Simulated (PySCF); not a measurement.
Mapped SMILES: `[CH3:1][O:2][C:3](=[O:4])/[CH:5]=[CH:6]/[C:7]#[N:8]` (H(Xn): hydrogen on atom n).

Level of theory: structure optimised with GFN2-xTB, shielding tensors at PBE0/pcSseg-1 (GIAO), in PySCF 2.14 (non-relativistic Hamiltonian, fast rotation and ring inversion assumed for equivalent nuclei, in vacuum, one conformer).

References, each an isolated molecule treated in the same way: 13C vs TMS.

Problem. Do the 13C shifts follow the atomic charges (in e)? Tabulate both.

Solution. 
| atoms | hybridisation | δ (ppm) | σ para (ppm) | Hirshfeld | IAO | Mulliken | ESP-fitted |
| --- | --- | --- | --- | --- | --- | --- | --- |
| C3 | sp2 | 172.4 | -236 | +0.21 | +0.51 | +0.54 | +0.91 |
| C5 | sp2 | 148.5 | -216 | -0.02 | -0.15 | -0.17 | -0.39 |
| C6 | sp2 | 122.3 | -188 | +0.00 | -0.15 | -0.06 | -0.21 |
| C7 | sp | 121.8 | -192 | +0.09 | +0.14 | +0.12 | +0.49 |
| C1 | sp3 | 54.7 | -111 | -0.03 | -0.22 | -0.03 | -0.15 |

Correlation coefficients of δ with charge over these carbons: Hirshfeld +0.64, IAO +0.67, Mulliken +0.49, ESP-fitted +0.46; with the paramagnetic shielding -1.00. With so few points, grouped by hybridisation, these coefficients are fragile. Charge is one influence among several: hybridisation and low-lying excitations act through the paramagnetic term.

Shifts are as computed. Against solution values, carbons near 30 ppm lie about +3 ppm off and those near 130 ppm about +5 ppm (rms about the fit 2.1 ppm; single classes can miss by 10 ppm). Of 1328 compounds with measured shifts, 309 miss one by over three times the rms of a fit or turn the order of signals round; such compounds aren't used in these exercises. Signals without a measured value on file couldn't be tested in this way; 1H shifts scatter by 0.2 ppm about their fit, and single ones miss by 0.5 ppm.
